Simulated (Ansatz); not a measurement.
**CH6AlFSi: where a starting geometry ends**

The starting geometry of this gas-phase singlet is a saddle point at B3LYP-D3(BJ)/def2-SVP, pushed by 0.25 Å along its imaginary mode; its bonds are those of `[CH3][Al]([F])[SiH3]`.

```xyz
10

C    -0.9043   -2.0061    2.3518
Al    0.2825   -1.1234    1.0654
F     1.9268   -1.2934    1.2924
Si   -0.4299    0.2618   -0.8013
H    -1.3257   -1.2228    3.0650
H    -1.7730   -2.4943    1.8358
H    -0.3490   -2.7860    2.9608
H     0.7180    0.8657   -1.5580
H    -1.2514   -0.5280   -1.7775
H    -1.3188    1.3988   -0.3220
```

Predict what it relaxes into with B3LYP-D3(BJ)/def2-SVP.

It keeps its bonds, and is `[CH3][Al]([F])[SiH3]`.

The energy falls by 0.05 eV over 46 steps:

```tsv
step	E − E(last) (eV)
1	0.054
6	0.001
11	0.001
16	0.001
21	0.001
26	0.000
31	0.000
36	0.000
41	0.000
46	0.000
```

Final geometry (Å):

```xyz
10

C    -0.9123   -1.9866    2.3642
Al    0.2558   -1.0266    1.1343
F     1.8969   -1.0582    1.4772
Si   -0.4296    0.2244   -0.8592
H    -0.8415   -1.5539    3.3780
H    -1.9714   -1.9643    2.0605
H    -0.6030   -3.0431    2.4501
H     0.7102    0.8988   -1.5499
H    -1.0916   -0.6894   -1.8444
H    -1.4382    1.2713   -0.4983
```

Frequencies at the end are all real (lowest 9 cm⁻¹). Run with Ansatz 0.2.0, 2 min on 2 threads of Arm Neoverse V1 (shared host).
